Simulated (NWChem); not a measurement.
Everything below was run with NWChem. System: C2H4F2, charge 0, spin multiplicity 1, displaced from the optimised geometry. Level: LDA (SVWN5)/def2-TZVP.

Output (cleaned and shortened):

```
             Northwest Computational Chemistry Package (NWChem) 7.3.0
             --------------------------------------------------------

                                NWChem Input Module
                                -------------------

 Scaling coordinates for geometry "geometry" by  1.889725989
 (inverse scale =  0.529177249)

 Turning off AUTOSYM since
 SYMMETRY directive was detected!

                             Geometry "geometry" -> ""
                             -------------------------

 Output coordinates in angstroms (scale by  1.889725989 to convert to a.u.)

  No.       Tag          Charge          X              Y              Z
 ---- ---------------- ---------- -------------- -------------- --------------
    1 C                    6.0000    -0.28537500     1.36496700     0.00000000
    2 C                    6.0000    -0.32534500    -0.16483300     0.00000000
    3 F                    9.0000     0.32487300    -0.65854500    -1.11405900
    4 F                    9.0000     0.32487300    -0.65854500     1.11405900
    5 H                    1.0000     0.78327100     1.70463700     0.00000000
    6 H                    1.0000    -0.79732000     1.76616200    -0.91236600
    7 H                    1.0000    -0.79732000     1.76616200     0.91236600
    8 H                    1.0000    -1.37203300    -0.58395300     0.00000000

 Effective nuclear repulsion energy (a.u.)     130.2103301268

            Nuclear Dipole moment (a.u.)
            ----------------------------
        X                 Y               Z
 ---------------- ---------------- ----------------
    -0.0000151178     0.0000037795     0.0000000000

      Symmetry information
      --------------------

 Group name             Cs
 Group number              2
 Group order               2
 No. of unique centers     6

      Symmetry unique atoms

     1    2    3    5    6    8


 Summary of "ao basis" -> "" (spherical)
 ------------------------------------------------------------------------------
       Tag                 Description            Shells   Functions and Types
 ---------------- ------------------------------  ------  ---------------------
 *                         def2-tzvp                  on all atoms

 Summary of "cd basis" -> "" (spherical)
 ------------------------------------------------------------------------------
       Tag                 Description            Shells   Functions and Types
[...]
     2   1 0 1      0.000000      0.000000      0.000000      0.000000
     2   0 2 0    -16.935481    -59.593849    -59.593849    102.252217
     2   0 1 1      0.000000      0.000000      0.000000      0.000000
     2   0 0 2    -19.020771    -52.372295    -52.372295     85.723819

            General Information
            -------------------
          SCF calculation type: DFT
          Wavefunction type:  closed shell.
          No. of atoms     :     8
          No. of electrons :    34
           Alpha electrons :    17
            Beta electrons :    17
          Charge           :     0
          Spin multiplicity:     1
          Use of symmetry is: on ; symmetry adaption is: on
          Maximum number of iterations: 100
          AO basis - number of functions:   148
                     number of shells:    60
          A Charge density fitting basis will be used.
          CD basis - number of functions:   240
                     number of shells:    80
          Convergence on energy requested:  1.00D-06
          Convergence on density requested:  1.00D-05
          Convergence on gradient requested:  5.00D-04

              XC Information
              --------------
                        Slater Exchange Functional  1.000 local
                      VWN V Correlation Functional  1.000 local

             Grid Information
             ----------------
          Grid used for XC integration:  medium
          Radial quadrature: Mura-Knowles
          Angular quadrature: Lebedev.
          Tag              B.-S. Rad. Rad. Pts. Rad. Cut. Ang. Pts.
          ---              ---------- --------- --------- ---------
          C                   0.70       49           8.0       434
          F                   0.50       49          10.0       434
          H                   0.35       45          10.0       434
          Grid pruning is: on
          Number of quadrature shells:   282
          Spatial weights used:  Erf1

          Convergence Information
          -----------------------
          Convergence aids based upon iterative change in
          total energy or number of iterations.
          Levelshifting, if invoked, occurs when the
          HOMO/LUMO gap drops below (HL_TOL):  1.00D-02
          DIIS, if invoked, will attempt to extrapolate
          using up to (NFOCK): 10 stored Fock matrices.

                    Damping( 0%)  Levelshifting(0.5)       DIIS
                  --------------- ------------------- ---------------
          dE  on:    start            ASAP                start
          dE off:    2 iters        100 iters           100 iters

      Screening Tolerance Information
      -------------------------------
          Density screening/tol_rho:  1.00D-10
          AO Gaussian exp screening on grid/accAOfunc:  14
          CD Gaussian exp screening on grid/accCDfunc:  20
          XC Gaussian exp screening on grid/accXCfunc:  20
          Schwarz screening/accCoul:  1.00D-08

  int_init: cando_txs set to always be  F
  intd_init: cando_txs set to always be  F

                            NWChem DFT Gradient Module
                            --------------------------

  charge          =   0.00
  wavefunction    = closed shell

  Using symmetry

                         DFT ENERGY GRADIENTS

    atom               coordinates                        gradient
                 x          y          z           x          y          z
   1 C      -0.539281   2.579414   0.000000   -0.002535   0.010111   0.000000
   2 C      -0.614813  -0.311489   0.000000   -0.001643  -0.009268   0.000000
   3 F       0.613921  -1.244470  -2.105266    0.007705  -0.006739  -0.016438
   4 F       0.613921  -1.244470   2.105266    0.007705  -0.006739   0.016438
   5 H       1.480168   3.221297   0.000000    0.011480   0.004354   0.000000
   6 H      -1.506716   3.337562  -1.724122   -0.005375   0.005590  -0.009842
   7 H      -1.506716   3.337562   1.724122   -0.005375   0.005590   0.009842
   8 H      -2.592766  -1.103511   0.000000   -0.011962  -0.002899   0.000000

                 ----------------------------------------
                 |  Time  |  1-e(secs)   |  2-e(secs)   |
                 ----------------------------------------
                 |  CPU   |       0.01   |       0.00   |
                 ----------------------------------------
                 |  WALL  |       0.01   |       0.00   |
                 ----------------------------------------

 Task  times  cpu:        3.5s     wall:        3.5s

 Total times  cpu:        3.6s     wall:        3.6s
```

**Question.** Write an NWChem input that would produce this output.

**Answer.** This is not unique; one that fits is 
```
start mol
memory heap 200 mb stack 900 mb global 1100 mb
geometry units angstroms nocenter noautoz
  C     -0.285375     1.364967     0.000000
  C     -0.325345    -0.164833     0.000000
  F      0.324873    -0.658545    -1.114059
  F      0.324873    -0.658545     1.114059
  H      0.783271     1.704637     0.000000
  H     -0.797320     1.766162    -0.912366
  H     -0.797320     1.766162     0.912366
  H     -1.372033    -0.583953     0.000000
  symmetry group Cs
end
basis spherical
  * library def2-tzvp
end
basis "cd basis" spherical
  * library weigend_coulomb_fitting
end
dft
  xc slater vwn_5
  semidirect memsize 60000000 filesize 0
  iterations 100
end
task dft gradient
```
